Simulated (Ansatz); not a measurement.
# Strength of the In–O bond: In(OH)3(OH2) → In(OH)3 + H2O

Species: In(OH)3(OH2), singlet; In(OH)3, singlet; H2O (water) `O`, singlet. 

Shapes, held fixed at every level: PBE0-D4/def2-TZVP. Flexible molecules stand in one conformer, not always the lowest. Programs: Ansatz 0.2.0. The zero-point and thermal change to 298 K, harmonic and unscaled (PBE0-D4/def2-TZVP), is -6.5 kJ/mol.

| level | kind | ΔH(298 K) (kJ/mol) | less CCSD(T)/def2-TZVPP |
| --- | --- | --- | --- |
| SPW92/def2-TZVPP | LDA | +84.3 | +21.6 |
| r2SCAN-D4/def2-TZVPP | meta-GGA | +67.0 | +4.3 |
| B3LYP-D4/def2-TZVPP | global hybrid | +57.5 | -5.2 |
| r2SCAN0-D4/def2-TZVPP | global hybrid | +68.8 | +6.1 |
| MP2/def2-SVP | perturbation theory | +86.6 | +23.9 |
| MP2/def2-TZVPP | perturbation theory | +63.8 | +1.1 |
| CCSD/def2-SVP | coupled cluster or CI | +82.9 | +20.2 |
| CCSD(T)/def2-TZVPP | coupled cluster or CI | +62.7 | 0.0 |

The highest level, CCSD(T)/def2-TZVPP, gives ΔH(298 K) = +62.7 kJ/mol; the levels span +57.5 to +86.6. Both fragments are taken as closed shells, so no electrons are unpaired. The column of differences is taken from that level and isn't an error. No measured value is set beside it here. For atoms past krypton def2 sets carry core potentials with scalar relativity. Outer-core shells of In are correlated, in sets that cover them unevenly.
